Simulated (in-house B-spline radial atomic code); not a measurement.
Ionisation energies with and without relativity, with size and susceptibility from the Dirac run. Dirac energy differences include first-order Breit, QED and recoil terms. NIST's values go from ground level to ground level; the uncertainty of those that are theory runs from under 0.1 % in few-electron ions to several per cent in heavy many-electron ones. Computed with a radial B-spline atomic code at the basis-set limit: non-relativistic Hartree-Fock and Dirac-Hartree-Fock, averages of the configuration (point nuclei without relativity, finite nuclei with it).

```tsv
ion	configuration	configuration after	ionisation non-relativistic (eV)	ionisation Dirac Breit and QED (eV)	tabulated value (eV)	radius at density 0.001 (bohr)	diamagnetic susceptibility (10⁻⁶ cm³/mol)
Sc3+	[Ne] 3s2 3p6	[Ne] 3s2 3p5	72.48	72.49	73.4894	2.722	-9.9259
Ti3+	[Ar] 3d1	[Ne] 3s2 3p6	42.41	42.21	43.26717	2.759	-10.24
V3+	[Ar] 3d2	[Ar] 3d1	44.75	44.53	46.709	2.763	-10.39
Cr3+	[Ar] 3d3	[Ar] 3d2	47.02	46.77	49.16	2.747	-10.435
Mn3+	[Ar] 3d4	[Ar] 3d3	?	?	?	?	?
Fe3+	[Ar] 3d5	[Ar] 3d4	?	?	?	?	?
Co3+	[Ar] 3d6	[Ar] 3d5	?	?	?	?	?
Ni3+	[Ar] 3d7	[Ar] 3d6	55.48	55.12	54.92	2.618	-10.125
Cu3+	[Ar] 3d8	[Ar] 3d7	57.49	57.09	57.38	2.582	-9.9924
Zn3+	[Ar] 3d9	[Ar] 3d8	59.47	59.03	59.573	2.546	-9.8507
```

Task: Fill in the row of Mn3+.

Result: ionisation non-relativistic (eV): 49.21; ionisation Dirac Breit and QED (eV): 48.94; tabulated value (eV): 51.21; radius at density 0.001 (bohr): 2.721; diamagnetic susceptibility (10⁻⁶ cm³/mol): -10.412.

Task: Fill in the row of Fe3+.

Result: ionisation non-relativistic (eV): 51.35; ionisation Dirac Breit and QED (eV): 51.04; tabulated value (eV): 54.91; radius at density 0.001 (bohr): 2.689; diamagnetic susceptibility (10⁻⁶ cm³/mol): -10.344.

Task: Fill in the row of Co3+.

Result: ionisation non-relativistic (eV): 53.44; ionisation Dirac Breit and QED (eV): 53.10; tabulated value (eV): 51.27; radius at density 0.001 (bohr): 2.654; diamagnetic susceptibility (10⁻⁶ cm³/mol): -10.245.
